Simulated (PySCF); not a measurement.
HOS, SMILES [S]O, multiplicity 2. Atoms are numbered in the order given.

```xyz
3

O     -0.1187    -1.0212     0.0000
S      0.0114     0.5985     0.0000
H      0.7670    -1.4064     0.0000
```
Charge 0, spin multiplicity 2.

Geometry optimised at PBE0-D3(BJ)/def2-TZVPD.

The numbers are results of B3LYP/def2-TZVPD (PySCF), not measurements.

Mulliken values depend strongly on the basis, most of all with diffuse functions as here. Atomic charges (e):

| atom | meta-Löwdin | Mulliken | Mulliken spin |
|---|---|---|---|
| O1 | -0.53 | -0.37 | 0.15 |
| S2 | 0.17 | 0.03 | 0.86 |
| H3 | 0.36 | 0.34 | -0.01 |
